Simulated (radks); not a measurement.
The numbers below are computed, except where a source is named.
How relativity changes the ionisation of the rhodium ion Rh+ ([Kr] 4d8) to Rh2+ ([Kr] 4d7). Spin-unpolarised spherical Kohn-Sham, BLYP, point nucleus unless stated (finite: rms radius 4.4945 fm), a radial shooting solver on a logarithmic mesh with Libxc functionals. A level marked "c x" has the speed of light scaled by that factor and shares open shells by 2j + 1; other Dirac levels either fill j = l - 1/2 first or share by 2j + 1.

level                               E(Rh+) (hartree)  E(Rh2+) (hartree)  IE (eV)   HOMO  <r> HOMO (bohr)
non-rel.                                 -4687.88077        -4687.15650   19.708     4d            1.536
scalar-rel.                              -4784.40235        -4783.68799   19.439     4d            1.552
scalar-rel., finite nucleus              -4784.31734        -4783.60298   19.439     4d            1.552
Dirac, 2j+1 shares                       -4785.31368        -4784.59932   19.439  4d5/2            1.562
Dirac, low j first                       -4785.32549        -4784.61896   19.226  4d5/2            1.563
Dirac, 2j+1 shares, finite nucleus       -4785.22848        -4784.51412   19.439  4d5/2            1.562
Dirac, c x 0.85                          -4825.70943        -4824.99869   19.340  4d5/2            1.572
Dirac, c x 1.25                          -4749.01803        -4748.30019   19.534  4d5/2            1.553
Dirac, c x 10                            -4688.80493        -4688.08076   19.706  4d5/2            1.537

NIST Atomic Spectra Database: 18.080 eV (semi-empirical). The relativistic part of the total energy of Rh+ is -97.35 hartree (Dirac, 2j+1 shares, finite nucleus), 2.1 % of the non-relativistic value. Spin polarisation and multiplet splitting of open shells are left out at every level.

Beside tabulated values, note that relativity, absent from the non-relativistic runs, is large for the heavy elements, and spin-unpolarised runs miss the spin-polarisation part of the exchange energy of open shells.
